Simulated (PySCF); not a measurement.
PySCF input file for C6H5Cl, SMILES c1ccccc1Cl, IEF-PCM-ωB97X/def2-SVP. Geometry optimised at PBE0-D3(BJ)/def2-SVP.

```python
import numpy as np
from pyscf import gto, scf, dft
from pyscf.solvent import pcm

mol = gto.M(
    atom='''
    Cl    0.00000000   -0.00000000    2.24660555
    C     0.00000000    0.00000000    0.51313150
    C     0.00000000   -1.21377813   -0.17302596
    C     0.00000000   -1.20569936   -1.56631301
    C     0.00000000    0.00000000   -2.26643181
    C     0.00000000    1.20569935   -1.56631301
    C     0.00000000    1.21377812   -0.17302596
    H     0.00000000   -2.15052240    0.38658360
    H     0.00000000   -2.15479683   -2.10753510
    H     0.00000000    0.00000001   -3.35852203
    H     0.00000000    2.15479683   -2.10753509
    H     0.00000000    2.15052241    0.38658361
    ''',
    basis='def2-SVP',
    charge=0,
    spin=0,
    max_memory=1600,
    verbose=3,
)
mf = dft.RKS(mol, xc='wb97x').density_fit(auxbasis='def2-universal-jkfit')
mf.grids.level = 3
mf.conv_tol = 1e-9
mf.max_cycle = 100
mf.kernel()
res = {}
for name, eps in {'water': 78.355, 'tetrahydrofuran': 7.4257, 'diethylether': 4.24}.items():
    s = mf.PCM()
    s.with_solvent.method, s.with_solvent.eps, s.with_solvent.lebedev_order = 'IEF-PCM', eps, 29
    s.kernel(mf.make_rdm1())
    res[name] = (s.e_tot, eps, s.dip_moment(), s.mo_energy, s.converged)
    print(f'{name}: electrostatic solvation free energy {(s.e_tot - mf.e_tot) * 627.509474:.3f} kcal/mol')
```

Program output:

```
converged SCF energy = -691.472079490102

WARN: PCM is an experimental feature. It is still in testing.
Features and APIs may be changed in the future.

converged SCF energy = -691.476565715195
Dipole moment(X, Y, Z, Debye): -0.00000,  0.00000, -2.16490
water: electrostatic solvation free energy -2.815 kcal/mol

WARN: PCM is an experimental feature. It is still in testing.
Features and APIs may be changed in the future.

converged SCF energy = -691.475681035149
Dipole moment(X, Y, Z, Debye):  0.00000,  0.00000, -2.07060
tetrahydrofuran: electrostatic solvation free energy -2.260 kcal/mol

WARN: PCM is an experimental feature. It is still in testing.
Features and APIs may be changed in the future.

converged SCF energy = -691.475056497489
Dipole moment(X, Y, Z, Debye):  0.00000,  0.00000, -2.00132
diethylether: electrostatic solvation free energy -1.868 kcal/mol
```

Self-consistency was reached.

Cost: around 4 core-minutes (rough).
